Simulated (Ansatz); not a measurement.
A structure relaxed at PBE0-D4/def2-TZVP in Ansatz, charge 0, singlet:

```csv
atom,x (Å),y (Å),z (Å)
Sr1,-1.210,-0.658,-0.743
S2,1.262,-0.394,-0.058
S3,-0.052,1.052,0.802
```

Problem. Give its formula and point group.

Solution. the cluster SrS2. Point group C2v (tolerance 0.1 Å).

Problem. Summarise the bond lengths by kind (pairs closer than 1.2 times the sum of covalent radii, bridged metal pairs left out).

Solution. 2 × S–Sr 2.58 Å; 1 × S–S 2.13 Å.

In the def2 sets Sr takes a core potential; there is no spin–orbit coupling. The structure comes from a short search, and lower isomers may exist.
